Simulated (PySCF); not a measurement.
Ge(H)2(OH)2, SMILES [OH][GeH2][OH], PBE0/def2-SVP optimised geometry.

```
7

Ge    -0.79    -0.30     0.00
O      0.99    -0.30     0.00
O     -1.40    -1.13    -1.44
H     -1.15     1.19     0.00
H     -1.36    -1.12     1.16
H      1.36    -1.19     0.06
H     -1.16    -0.69    -2.26
```

Density from PBE0/def2-TZVP run with PySCF at that geometry.

Minimum of the electron density along straight lines between bonded atoms, close to the bond critical point (lines longer than 1.1 times the sum of covalent radii, or with two minima, are not listed):

```csv
bond,length / Å,ρ at the minimum / e bohr⁻³,∇²ρ there / e bohr⁻⁵,position (fraction from the first atom)
Ge1–O2,1.776,0.144,0.65,0.47
Ge1–O3,1.776,0.144,0.65,0.47
Ge1–H4,1.534,0.137,0.04,0.59
Ge1–H5,1.534,0.137,0.04,0.59
O2–H6,0.963,0.356,-2.39,0.80
O3–H7,0.963,0.356,-2.39,0.80
```
